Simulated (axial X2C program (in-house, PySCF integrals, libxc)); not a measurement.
# PdB: bond constants with and without spin–orbit coupling

Calculated with an in-house all-electron X2C program for linear molecules (integrals from PySCF). Spin-free means the one-electron spin-free X2C Hamiltonian; two-component (2c) means X2C with spin–orbit coupling and atomic mean-field two-electron Coulomb and Gaunt terms, so the difference of the two also holds small scalar two-electron terms. Basis: Pd dyall-cv3z [12s12p8d5f3g], B dyall-v3z [7s6p2d1f] (cores contracted in-house); Gaussian nuclei, density fitting, unrestricted open shells. Masses: Pd 105.903 u, B 11.009 u.

Input file and command:
```json
{
 "zs": [
  46,
  5
 ],
 "q": 0,
 "bas": [
  "dyall-cv3z",
  "dyall-v3z"
 ],
 "levels": [
  "PBE0",
  "HF",
  "M06"
 ],
 "cc": true,
 "r0": 2.05,
 "thr": -2.0,
 "nmax": 90,
 "npts": 10,
 "nst": 2,
 "ntry": 6
}
```
```bash
python so2c.py task.json out
```

Keys: zs atomic numbers; q charge; bas basis sets; levels methods; cc coupled cluster on or off; r0 starting distance in Å; thr threshold in hartree for freezing inner shells (an s shell follows its p shell); nmax most natural virtual spinors; npts points on the curve; nst determinants followed; ntry starts of the search. HF also brings MP2.

State, spin-free: M_S = 1/2, Λ = 0 (beyond evenly filled blocks: σα); electrons by block: σα: 12, σβ: 11, π+α: 5, π+β: 5, π-α: 5, π-β: 5, δ+α: 2, δ+β: 2, δ-α: 2, δ-β: 2. Fragments: Pd + B.

State, 2c: Ω = 1/2 (⟨Sz⟩ = 0.50, ⟨Lz⟩ = 0.00 at PBE0); electrons by block: 1/2: 17, -1/2: 16, 3/2: 7, -3/2: 7, 5/2: 2, -5/2: 2. Fragments: Pd + B.

| Hamiltonian | level | Re (Å) | ωe (cm⁻¹) | ωexe (cm⁻¹) | αe (cm⁻¹) | De (eV) | D0 (eV) | μ (D) |
| --- | --- | --- | --- | --- | --- | --- | --- | --- |
| spin-free | PBE0 | 1.773 | 763.2 | 4.34 | 0.00439 | 3.76 | 3.71 | -1.44 |
| spin-free | HF | 1.858 | 575.9 | n/a | 0.00442 | n/a | n/a | -1.97 |
| spin-free | MP2 | 1.713 | 885.7 | n/a | 0.00771 | 3.99 | 3.93 | n/a |
| spin-free | M06 | 1.805 | 697.5 | 3.51 | 0.00412 | 3.33 | 3.29 | -1.18 |
| 2c | PBE0 | 1.773 | 762.2 | 4.32 | 0.0044 | 3.76 | 3.72 | -1.44 |
| 2c | HF | 1.858 | 575.5 | n/a | 0.00439 | n/a | n/a | -1.99 |
| 2c | MP2 | 1.713 | 885.6 | n/a | 0.00781 | 3.99 | 3.93 | n/a |
| 2c | M06 | 1.805 | 696.3 | 3.48 | 0.00412 | 3.33 | 3.29 | -1.18 |

Correlated methods: 13 electrons correlated (number of frozen shells: Pd 4 s, 3 p, 1 d; B 1 s), 267 virtual spin orbitals or spinors in MP2.

Dipoles are positive if B is the positive end.

The state is a single determinant with fixed occupations, the lowest that a limited PBE0 search found. Dissociation energies refer to the lowest single-determinant-based atoms at the same level and basis. De is not given where an atomic determinant may have missed its ground term or J level, or where the truncated virtual space spoils (T). Density functionals use the spin component along the axis (collinear). The 2c atoms are single determinants rather than J levels; their spin–orbit lowering is only partly caught, and De is too large by that part. This holds for PBE0, M06. Without a current term, density functionals place determinants with orbital angular momentum somewhat too high.

No reliable constants came from CCSD (2c), CCSD (spin-free), CCSD(T) (2c), CCSD(T) (spin-free): no minimum in range, unconverged points, a curve that is not smooth, a change of character along it, or the two Hamiltonians disagreeing along it.

Rough cost a point (2c) on 1 thread(s) of a shared host, integrals apart: PBE0 1.3 s, HF 1.4 s, M06 2.2 s.

The whole task took 6.2 min on 1 thread of Arm Neoverse N1 (shared host).
